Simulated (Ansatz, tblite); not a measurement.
Isomers of Cu5H5 (singlet), found by a short tight-binding search and relaxed with PBE-D4/def2-SVP in Ansatz.

The xTB rows come from tblite. HSE06 is defined as in plane-wave codes, on full-range PBE exchange. Correlated methods freeze 45 core orbitals.

Other spin states were run for one of them alone.

A:

```tsv
atom	x (Å)	y (Å)	z (Å)
Cu1	0.587	1.212	-1.515
Cu2	-0.716	-0.771	-1.732
Cu3	1.080	1.519	0.796
Cu4	-1.029	-1.688	0.444
Cu5	0.077	-0.271	2.007
H6	-0.794	-1.626	2.037
H7	-0.113	0.370	-2.697
H8	1.390	2.266	-0.598
H9	-1.445	-2.047	-1.071
H10	0.962	1.037	2.329
```

B:

Cartesian coordinates in Å:
```
Cu -1.3640 -1.6059 0.5024
Cu 0.8230 1.3855 -1.7474
Cu -1.1320 0.4103 -0.6918
Cu 0.7919 0.9507 0.6409
Cu 0.5200 -1.0800 1.8028
H -0.5018 -2.3508 1.6766
H -2.1861 -0.8351 -0.6740
H 1.5271 0.1967 1.8867
H 1.7144 1.1141 -2.9482
H -0.1925 1.8145 -0.4480
```

C:

```csv
atom,x (Å),y (Å),z (Å)
Cu1,1.3597,0.8730,1.2130
Cu2,-0.7572,0.0095,-1.8670
Cu3,0.0147,-1.0121,1.7436
Cu4,-1.5060,-1.3469,-0.0603
Cu5,0.8962,1.4934,-1.0271
H6,0.3462,1.0235,-2.4693
H7,-1.2962,-1.9009,1.4389
H8,1.3437,-0.2996,2.3213
H9,1.5675,2.1734,0.2760
H10,-1.9685,-1.0133,-1.5692
```

Question: Estimate which lies lowest at each level, and how far above it the others are (eV).

Answer: 
```json
{"level": "GFN1-xTB", "A": "0.00", "B": "0.90", "C": "0.02"}
{"level": "GFN2-xTB", "A": "0.00", "B": "1.00", "C": "0.01"}
{"level": "HF/def2-SVP", "A": "0.00", "B": "1.02", "C": "0.00"}
{"level": "HF/def2-TZVP", "A": "0.00", "B": "1.12", "C": "0.01"}
{"level": "PBE-D4/def2-TZVP", "A": "0.00", "B": "0.84", "C": "0.03"}
{"level": "r2SCAN-D4/def2-TZVP", "A": "0.00", "B": "0.82", "C": "0.02"}
{"level": "PBE0-D4/def2-TZVP", "A": "0.00", "B": "0.96", "C": "0.02"}
{"level": "HSE06-D4/def2-TZVP", "A": "0.00", "B": "0.96", "C": "0.02"}
{"level": "MP2/def2-SVP", "A": "0.00", "B": "0.98", "C": "0.02"}
{"level": "CCSD/def2-SVP", "A": "0.00", "B": "0.95", "C": "0.01"}
{"level": "CCSD(T)/def2-SVP", "A": "0.00", "B": "0.86", "C": "0.01"}
```
Point groups (tolerance 0.1 Å): A D5h, B Cs, C not assigned. A and C have the same bonds, so they are conformers or stereoisomers. Lower isomers may exist.
